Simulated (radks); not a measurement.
Results of a calculation; reference values are marked as such.
Effect of the nuclear size on neutral lead, [Hg] 6p2. Level of theory: Dirac Kohn-Sham, PBE, spin-unpolarised, spherical densities, finite nucleus; open shells fill j = l - 1/2 first; Fermi nuclear charge, rms radius 5.5012 fm (a radial shooting solver on a logarithmic mesh with Libxc functionals). The rms radius is varied about that value; shifts are against it.

rms radius (fm)  total energy shift (eV)  density at nucleus (e/bohr^3)  1s1/2 shift (meV)  2s1/2 shift (meV)  4p1/2 shift (meV)  5s1/2 shift (meV)  5p1/2 shift (meV)  6s1/2 shift (meV)  6p1/2 shift (meV)
4.5165                             -43.4                      2.981e+06             -17300              -2630              -3.36              -31.5              0.596              -3.07              0.438
5.0171                             -21.9                      2.848e+06              -8740              -1330              -1.71              -15.9              0.300              -1.55              0.222
5.5012                                 0                      2.736e+06              0.000              0.000              0.000              0.000              0.000              0.000              0.000
5.9963                              23.6                      2.636e+06               9400               1430               1.85               17.1             -0.320               1.67             -0.238
6.1944                              33.4                      2.599e+06              13300               2020               2.62               24.2             -0.452               2.36             -0.337

Slopes of the eigenvalues against <r^2> in GHz/fm^2, as finite differences over the two radii next to the reference (eigenvalue slopes, not the field-shift constants of lines): 1s1/2 407000, 2s1/2 61800, 4p1/2 79.7, 5s1/2 740, 5p1/2 -13.9, 6s1/2 72.2, 6p1/2 -10.3.
